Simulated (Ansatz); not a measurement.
A nudged elastic band was laid between two geometries of C$_{3}$H$_{8}$SSi (13 atoms, charge 0, multiplicity 1).

Method: Ansatz, RHF/cc-pVDZ.

| Item | Value |
| --- | --- |
| movable images | 7 |
| climbing image | yes |
| spring | 0.5 eV/Å² |
| optimiser | quadratic models (default) |
| start path | through a guess of the saddle point |
| force threshold | 0.05 eV/Å |
| iteration limit | 60 |
| end points | relaxed |

Initial state:

```xyz
13
Properties=species:S:1:pos:R:3
C -1.836 -0.329 -0.097
Si -0.094 -1.039 -0.275
C 1.229 0.087 0.551
C 1.218 1.473 0.016
S 2.188 2.073 -1.129
H -1.929 0.630 -0.612
H -2.567 -1.015 -0.534
H -2.099 -0.184 0.955
H 0.257 -1.204 -1.709
H -0.008 -2.362 0.405
H 1.015 0.097 1.625
H 2.200 -0.382 0.384
H 0.447 2.120 0.435
```

Final state:

```xyz
13
Properties=species:S:1:pos:R:3
C -1.953 -0.573 0.042
Si -0.158 -1.010 -0.329
C 1.070 0.064 0.705
C 0.924 1.461 0.258
S 2.258 1.975 -0.669
H -2.153 0.474 -0.195
H -2.627 -1.199 -0.548
H -2.180 -0.732 1.100
H 0.141 -0.843 -1.776
H 0.126 -2.423 0.047
H 0.676 -0.037 1.721
H 2.065 -0.397 0.651
H 1.834 3.205 -0.992
```

Task: Which bonds break or form, and what moves?

Result: Bonds broken: C4–H13. Bonds formed: S5–H13.

Task: What energy profile does the band end with?

Result: The forces met the threshold. The highest image is number 5 of 0 to 8, 86.9 kcal/mol above the first end and 45.1 kcal/mol above the last; the last end lies 41.9 kcal/mol above the first. Neighbouring images differ by up to 1.7 eV, so the band resolves the path poorly. Another band between the same ends (7 images) ends at a top of the same energy, where a vibrational analysis finds 1 clearly imaginary mode. The orbitals stay closed-shell, which can raise the energy where a bond breaks towards radicals; this wasn't checked here.

```
image  path coordinate (Å)  energy (kcal/mol)  C4–H13 (Å)  S5–H13 (Å)
    0                 0.00                0.0        1.09        2.34
    1                 0.38                0.1        1.09        2.34
    2                 0.76                0.4        1.09        2.33
    3                 1.14                9.9        1.09        2.15
    4                 1.52               47.7        1.14        1.81
    5                 1.90               86.9        1.39        1.47
    6                 2.49               52.2        1.98        1.32
    7                 3.08               42.0        2.32        1.34
    8                 3.66               41.9        2.33        1.34
```

Task: What is the geometry of the highest image?

Result: 
```xyz
13
Properties=species:S:1:pos:R:3
C -1.881 -0.430 -0.005
Si -0.114 -1.009 -0.318
C 1.171 0.042 0.665
C 1.103 1.448 0.249
S 2.237 2.068 -0.884
H -2.024 0.597 -0.347
H -2.588 -1.072 -0.538
H -2.121 -0.471 1.060
H 0.216 -0.946 -1.766
H 0.068 -2.408 0.156
H 0.859 -0.060 1.709
H 2.160 -0.409 0.517
H 0.933 2.616 -0.481
```

Time of the run: 4 min on 2 threads of AMD EPYC 9R14 (Zen 4), with other jobs on the host, peak memory 0.3 GiB.
